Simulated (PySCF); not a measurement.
## Correlation energy of Cl²⁺ (chlorine, charge +2)

[Ne] 3s2 3p3, high-spin 4S determinant. All numbers are calculated (PySCF 2.14, scalar relativity by spin-free X2C-1e, in x2c-TZVPPall (5s5p3d1f, 42 functions)). Frozen: 1s2; 13 electrons correlated.

```json
{"level": "CCSD", "correlation energy (mhartree)": "-276.75"}
{"level": "(T)", "correlation energy (mhartree)": "-4.60"}
{"level": "CCSD(T)", "correlation energy (mhartree)": "-281.35"}
```

Diagnostics: T1 = 0.0024, D1 = 0.0096, largest double amplitude 0.061.

Cost of the coupled-cluster step: about 3 core-seconds, for 13 correlated electrons.

This basis was not built for core-valence correlation, so the inner-shell part is incomplete.
